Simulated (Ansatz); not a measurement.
AsH₄NSi (`N1[SiH2][AsH]1`). Total charge 0; spin multiplicity 1. All single points use the PBE0-D4/def2-TZVP geometry.

```xyz
7

N    -0.080   -0.437   -0.945
Si   -0.508   -0.091    0.684
As    1.001    1.134   -0.528
H    -0.686   -0.323   -1.744
H    -1.817    0.536    0.992
H    -0.135   -1.129    1.670
H     2.225    0.310   -0.128
```

(1) What is the dipole moment at B3LYP/def2-TZVPP? (Best estimate.)

(2) And with PBE, r2SCAN, ωB97M-V? (Estimate.)

(3) Give the Mulliken charges with B3LYP, r2SCAN, ωB97M-V in def2-TZVPP. (An estimate is asked.)

Answers

(1) The calculation gave: 1.00 D, with components (-0.92, 0.32, 0.23) D in this frame, pointing from negative to positive charge.

(2) Ansatz gave: PBE 0.88 D, r2SCAN 0.95 D, ωB97M-V 1.04 D.

(3) Ansatz gave: 
```json
{"atom": "N1", "B3LYP": "-0.42", "r2SCAN": "-0.43", "ωB97M-V": "-0.40"}
{"atom": "Si2", "B3LYP": "0.32", "r2SCAN": "0.36", "ωB97M-V": "0.27"}
{"atom": "As3", "B3LYP": "0.10", "r2SCAN": "0.09", "ωB97M-V": "0.05"}
{"atom": "H4", "B3LYP": "0.14", "r2SCAN": "0.15", "ωB97M-V": "0.12"}
{"atom": "H5", "B3LYP": "-0.07", "r2SCAN": "-0.08", "ωB97M-V": "-0.03"}
{"atom": "H6", "B3LYP": "-0.06", "r2SCAN": "-0.07", "ωB97M-V": "-0.02"}
{"atom": "H7", "B3LYP": "-0.02", "r2SCAN": "-0.02", "ωB97M-V": "0.02"}
```

B3LYP here is the variant with VWN-RPA as its local correlation; programs differ in this.
